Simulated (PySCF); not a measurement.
H₃F₂GaO, singlet, PBE0/def2-SVP optimised geometry.

```
7

Ga    -0.80    -0.42     0.00
H     -1.45     0.99     0.00
F     -0.71    -1.43    -1.46
F     -0.73    -1.42     1.46
O      1.28    -0.42     0.00
H      1.44    -0.98    -0.78
H      1.45    -0.99     0.77
```

Density from PBE0/def2-TZVP (PySCF 2.14.0) at that geometry.

Minimum of the electron density along straight lines between bonded atoms, close to the bond critical point (lines longer than 1.1 times the sum of covalent radii, or with two minima, are not listed):

```
bond    length / Å  ρ at the minimum / e bohr⁻³  ∇²ρ there / e bohr⁻⁵  position (fraction from the first atom)
------  ----------  ---------------------------  --------------------  ---------------------------------------
Ga1–H2       1.544                        0.122                  0.13                                     0.60
Ga1–F3       1.773                        0.126                  0.80                                     0.49
Ga1–F4       1.773                        0.126                  0.80                                     0.49
O5–H6        0.972                        0.348                 -2.42                                     0.81
O5–H7        0.972                        0.348                 -2.42                                     0.81
```
